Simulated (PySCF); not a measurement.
# Excitation energy of C²⁺ by level of theory

C²⁺ [He] 2s2 (1S) → C²⁺ [He] 2p2 (3P), as a difference of total energies. Computed with PySCF 2.14 in def2-QZVPPD, with no relativity, point nucleus. Correlated levels: valence: 1s2 frozen. The calculations carry no spin-orbit coupling.

| method | excitation energy (cm⁻¹) |
| --- | --- |
| UHF | 123990 |
| MP2 (valence) | 132200 |
| SCS-MP2 (valence) | 135290 |
| CCSD (valence) | 138190 |

A first-order spin-orbit estimate (lowest level to lowest level, LS coupling) adds -0.007 eV.

With two correlated electrons CCSD is exact in that space.
